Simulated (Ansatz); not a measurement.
CH$_{7}$BSi$_{2}$, SMILES `[SiH3]C1B[SiH2]1`. The species carries charge 0 and has multiplicity 1. The structure was optimised at the PBE0-D4/def2-TZVP level.

```xyz
11

Si    0.290   -1.205    0.872
C    -0.230    0.549    0.478
B    -1.351    0.759   -0.511
Si    0.415    0.851   -1.304
H     1.711   -1.239    1.305
H    -0.556   -1.734    1.976
H     0.116   -2.083   -0.313
H    -0.171    1.114    1.412
H    -2.486    1.108   -0.487
H     1.240   -0.282   -1.780
H     1.020    2.161   -1.649
```

Problem. What is the dipole moment at ωB97M-V/def2-TZVPP? (An estimate is asked.)

Solution. Computed: 0.54 D, with components (0.24, 0.35, 0.33) D in this frame, pointing from negative to positive charge.

Problem. And with PBE, r2SCAN, B3LYP? (An estimate is asked.)

Solution. Ansatz gave: PBE 0.64 D, r2SCAN 0.62 D, B3LYP 0.55 D.

Problem. Give the Mulliken charges with ωB97M-V, r2SCAN, PBE in def2-TZVPP. (Best estimate.)

Solution. Computed: 
```tsv
atom	ωB97M-V	r2SCAN	PBE
Si1	0.15	0.28	0.17
C2	-0.30	-0.22	-0.15
B3	-0.06	-0.01	0.00
Si4	0.05	0.15	0.05
H5	-0.02	-0.06	-0.05
H6	-0.02	-0.07	-0.05
H7	-0.01	-0.06	-0.03
H8	0.12	0.09	0.10
H9	0.11	0.03	0.04
H10	0.00	-0.05	-0.03
H11	-0.02	-0.07	-0.05
```

B3LYP here is the variant with VWN-RPA as its local correlation; programs differ in this.
